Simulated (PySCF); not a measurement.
A structure optimised at r2SCAN-D4/def2-TZVP, used in a PySCF frequency run:

```
C
H 1 1.1001
H 1 1.1001 2 104.77
C 1 1.5387 2 109.71 3 117.70
H 4 1.0932 1 111.67 2 -177.42
H 4 1.0932 5 106.98 1 122.46
H 4 1.0945 5 107.16 6 114.66
Be 1 1.6984 2 107.72 3 -114.49
```
Charge 0, spin multiplicity 2.

Write its SMILES, formula and point group.

[Be][CH2]C, C2H5Be, Cs

What are its rotational constants (standard atomic weights)?

38.079, 10.168, 8.8974 GHz
